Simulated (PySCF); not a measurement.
**Fractional electron number in Ir (iridium, neutral)**

The 6s beta orbital of [Xe] 4f14 5d7 6s2 is emptied in steps (occupation f), with all orbitals relaxed, ending at [Xe] 4f14 5d7 6s1. All numbers are calculated (PySCF 2.14, a scalar-relativistic core potential, in aug-cc-pVDZ-PP with ECP60MDF (5s5p4d2f, 54 functions)). The exact energy is a straight line in f; departures are measured from the line between the end points of the same method.

```json
{"f": "1", "TPSS (eV)": "0.000"}
{"f": "0.9", "TPSS (eV)": "-0.279"}
{"f": "0.7", "TPSS (eV)": "-0.658"}
{"f": "0.5", "TPSS (eV)": "-0.795"}
{"f": "0.3", "TPSS (eV)": "-0.682"}
{"f": "0.1", "TPSS (eV)": "-0.299"}
{"f": "0", "TPSS (eV)": "0.000"}
```

Task: For TPSS, how does the orbital energy at f = 1 compare with the removal energy?

Result: −ε = 5.654 eV against a total-energy difference of 8.746 eV. By Janak's theorem ε = ∂E/∂f, so the gap between them reflects the curvature. Along the path −ε is 6.251 (f = 0.9), 7.453 (f = 0.7), 8.677 (f = 0.5), 9.963 (f = 0.3), 11.379 (f = 0.1) eV.

Reference removal energy between the ground levels: 8.967 eV (measured; NIST Atomic Spectra Database, ionization energies). The calculation has no spin-orbit coupling.
